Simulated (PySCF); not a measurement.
# Electronic structure of Sr+ (strontium, charge +1) at the UHF level

Configuration: [Kr] 4d1, 2D determinant (an excited configuration). Computed with PySCF 2.14 in def2-QZVPPD with the def2 core potential (28 electrons) (7s5p4d3f, 63 functions), with a scalar-relativistic core potential.

```json
{"Total energy": "-30.102510 hartree", "One-electron energy": "-48.1862 hartree", "Hartree (Coulomb) energy": "21.9658 hartree", "Exchange energy": "-3.8821 hartree", "⟨S²⟩": "0.7522", "⟨L²⟩": "6.021", "Sum of ⟨r⟩": "15.46 bohr", "Sum of ⟨r²⟩": "33.13 bohr²", "Traceless quadrupole moment −½Σ⟨3z² − r²⟩ along its main axis": "3.22 e·bohr²"}
```

```tsv
shell	electrons	mean orbital energy (hartree)	spread (hartree)	rms radius, mean of both spins (bohr)
4s α	1	-2.10614	0	1.47
4s β	1	-2.08916	0	1.47
4p α	3	-1.26521	0.01506	1.70
4p β	3	-1.23565	0.02805	1.70
4d α	1	-0.32094	0	3.39
```

Energies and moments cover only the electrons outside the core potential.
